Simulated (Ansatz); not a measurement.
Molecule: C3H8O (charge 0, singlet). 
Geometry from a B3LYP-D3(BJ)/def2-TZVP (Ansatz, a quantum-chemistry and plane-wave program) optimisation:
SMILES: CCCO
```xyz
12

C     -1.8645    -0.1931    -0.3023
C     -0.5633    -0.0415     0.4803
C      0.6470     0.0514    -0.4275
O      1.8098     0.1901     0.3857
H     -1.8566    -1.0970    -0.9161
H     -2.0299     0.6578    -0.9677
H     -2.7210    -0.2579     0.3699
H     -0.5982     0.8550     1.1046
H     -0.4258    -0.8898     1.1558
H      0.5406     0.9120    -1.1014
H      0.7147    -0.8511    -1.0496
H      2.5829     0.2497    -0.1841
```
Charge 0, spin multiplicity 1.

Basis-set convergence of Hartree-Fock and MP2 correlation energies (hartree) with Ansatz. Valence correlation only, unless marked. Spin-orbit coupling is left out. No relativistic terms.

```json
[
 {"basis": "cc-pVDZ", "functions": "96", "E(HF)": "-193.12953", "E(corr, MP2)": "-0.62344"},
 {"basis": "cc-pVTZ", "functions": "232", "E(HF)": "…", "E(corr, MP2)": "…"}
]
```

**Question.** Fill in the missing entries.

**Answer.** 
- cc-pVTZ, E(HF): -193.19017
- cc-pVTZ, E(corr, MP2): -0.77572
